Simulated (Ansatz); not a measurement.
Relaxation of C₂H₇NOSn (12 atoms, charge 0, multiplicity 1), to a largest force component of 0.02 eV/Å in at most 50 steps.

Theory: RKS PBE0-D4/def2-SVP in Ansatz 0.2.0.

```xyz
12
Properties=species:S:1:pos:R:3
C -1.124 1.560 1.078
N -0.972 0.400 1.464
Sn 0.389 -0.789 0.534
C -0.014 -0.993 -1.526
O 2.212 0.040 0.681
H -1.913 2.235 1.564
H -0.585 2.018 0.237
H 0.480 -2.348 1.306
H -1.087 -1.452 -1.568
H -0.099 -0.002 -1.979
H 0.654 -1.645 -2.003
H 2.136 0.921 0.246
```

Problem. Where does it end, and by what steps?

Solution. The run converged. After 18 steps the energy has fallen by 0.426 eV; H7 moved furthest, 1.39 Å.

```tsv
step	energy less start (eV)	largest force component (eV/Å)	accepted
0	0.0000	3.667	yes
1	-0.0496	1.946	yes
2	-0.2521	1.974	yes
3	-0.3125	0.379	yes
4	-0.3407	0.202	yes
5	-0.3538	0.143	yes
6	-0.3646	0.176	yes
7	-0.3643	1.190	no
8	-0.3521	0.801	no
9	-0.3719	0.093	yes
10	-0.3845	0.150	yes
11	-0.3958	0.678	yes
12	-0.4055	0.590	yes
13	-0.4100	0.470	yes
14	-0.4189	0.310	yes
15	-0.2873	2.061	no
16	-0.4237	0.179	yes
17	-0.4245	0.137	yes
18	-0.4257	0.019	yes
```

```xyz
12
Properties=species:S:1:pos:R:3
C -1.061 1.646 1.384
N -1.325 0.496 0.931
Sn 0.267 -0.709 0.360
C -0.030 -1.255 -1.688
O 1.915 0.394 0.607
H -1.887 2.318 1.694
H -0.041 2.070 1.510
H 0.455 -1.992 1.471
H -1.010 -1.742 -1.788
H -0.015 -0.355 -2.319
H 0.756 -1.947 -2.020
H 2.054 1.022 -0.110
```

Run time: 60 s on 2 threads of AMD EPYC 7R13 Processor (Zen 3), with other jobs on the host, peak memory 0.31 GiB.
